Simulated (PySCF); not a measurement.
ClK. Atoms are numbered in the order given.

```xyz
2

K      0.0000     0.0000    -1.2723
Cl     0.0000     0.0000     1.4220
```
Charge 0, spin multiplicity 1.

Geometry: PBE0-D3(BJ)/def2-TZVPD.

Computed with TDA-PBE/def2-TZVPD in PySCF.

Vertical excitations; the highest root listed may be one member of a degenerate set.  State labels are in the subgroup C2v.

Computed excitation energies, oscillator strengths and character:
| state | symmetry | energy (eV) | λ (nm) | f | main pairs |
|---|---|---|---|---|---|
| S1 | B1 | 2.95 | 420 | 0.006 | HOMO−1→LUMO (degenerate set) |
| S2 | B2 | 2.95 | 420 | 0.006 | HOMO→LUMO (degenerate set) |
| S3 | A1 | 3.30 | 375 | 0.084 | HOMO−2→LUMO 98 % |
| S4 | A1 | 4.48 | 277 | 0.000 | HOMO→LUMO+2, HOMO−1→LUMO+1 (degenerate set) |
| S5 | A2 | 4.48 | 277 | 0.000 | HOMO−1→LUMO+2, HOMO→LUMO+1 (degenerate set) |
| S6 | A2 | 4.50 | 276 | 0.000 | HOMO→LUMO+1 50 %, HOMO−1→LUMO+2 50 % |
| S7 | A1 | 4.53 | 274 | 0.006 | HOMO−1→LUMO+1 49 %, HOMO→LUMO+2 49 % |
| S8 | B1 | 4.67 | 266 | 0.013 | HOMO−2→LUMO+1 (degenerate set) |
| S9 | B2 | 4.67 | 266 | 0.013 | HOMO−2→LUMO+2 (degenerate set) |
| S10 | B1 | 4.77 | 260 | 0.048 | HOMO−1→LUMO+3 100 % |
| T1 | B1 | 2.91 | 426 | 0 | HOMO−1→LUMO (degenerate set) |
| T2 | B2 | 2.91 | 426 | 0 | HOMO→LUMO (degenerate set) |
| T3 | A1 | 3.03 | 409 | 0 | HOMO−2→LUMO 100 % |
| T4 | A1 | 4.43 | 280 | 0 | HOMO−1→LUMO+1 50 %, HOMO→LUMO+2 50 % |
Triplets are in the Tamm–Dancoff approximation.
